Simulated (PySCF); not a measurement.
Species: C₅H₁₀OSi.
Atom-mapped SMILES: `[CH2:1]=[CH:2]/[CH:3]=[CH:4]\[O:5][SiH2:6][CH3:7]` (hydrogens: H8, H9 on C1; H10 on C2; H11 on C3; H12 on C4; H13, H14 on Si6; H15, H16, H17 on C7)

The calculation used core-valence-separated Tamm–Dancoff BHandHLYP/aug-pcX-1 (pcseg-1 on H, def2-SVPD on Si) in PySCF, non-relativistic, gas phase, PBE0-D3(BJ)/def2-SVP geometry.

Computed oxygen K-edge spectrum, Gaussian lines of 0.6 eV full width, highest printed point 100; it ends one width below the last computed root. The energies are unshifted.

photon energy (eV), absorption and a bar:
```
    532.0          0 
    532.1          2 
    532.2          4 #
    532.3         11 ###
    532.4         22 ######
    532.5         39 ############
    532.6         60 ##################
    532.7         80 ########################
    532.8         94 ############################
    532.9        100 ##############################
    533.0        100 ##############################
    533.1         98 #############################
    533.2         96 #############################
    533.3         91 ###########################
    533.4         80 ########################
    533.5         64 ###################
    533.6         45 #############
    533.7         29 #########
    533.8         20 ######
    533.9         17 #####
    534.0         20 ######
    534.1         24 #######
    534.2         28 ########
    534.3         29 #########
    534.4         28 ########
    534.5         29 #########
    534.6         33 ##########
    534.7         41 ############
    534.8         55 ################
    534.9         72 ######################
    535.0         89 ###########################
```

Q: Where are the maxima, and which lines make them up?

A: 2 maxima:
- 532.9 eV: O5 (silyl ether oxygen), 532.82 eV, f = 0.012, 74 % of the height at the exact maximum; O5 (silyl ether oxygen), 533.33 eV, f = 0.011, 26 % of the height at the exact maximum
- 534.3 eV: O5 (silyl ether oxygen), 534.23 eV, f = 0.004, 88 % of the height at the exact maximum

Further lines of some strength in the range: O5, 534.81 eV, f = 0.003.

Roots within 0.03 eV on the same or equivalent atoms count as one line; shares under 12 % aren't listed.

Vibrational structure and lifetime widths aren't in the curve. The ionisation threshold wasn't computed; near and above it a finite basis only mimics Rydberg series and continuum.

Hardware: one thread, Arm Neoverse V2 (aarch64), shared host with 192 logical CPUs at a one-minute load of 62. Cost: 30 s, 1.1 GiB resident at most.

The values belong to the conformer `[CH2:1]=[CH:2]/[CH:3]=[CH:4]\[O:5][SiH2:6][CH3:7]`: C1–C2–C3–C4 180°, C3–C4–O5–Si6 179°, C4–O5–Si6–C7 -179°.
